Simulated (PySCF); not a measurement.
Harmonic spectrum computed at B3LYP in the def2-SVP basis family (core potentials from Rb on, PySCF, no spin–orbit coupling):

| symmetry | ω (cm⁻¹) | IR (km/mol, summed over degenerate members) |
| --- | --- | --- |
| πu | 44 | 1.3 |
| σg+ | 233 | 0.0 |
| σu+ | 282 | 54.4 |

Task: Which molecule gave it? In each, all ligands are bound to the one heavy central atom.
A. HgBr₂ (singlet)
B. CrBr₂ (quintet)
C. TcBr₂ (sextet)
D. IBr₂ (doublet)
E. OsBr₂ (quintet)

Result: E. It has D∞h symmetry with Os–Br 2.396 Å (×2).
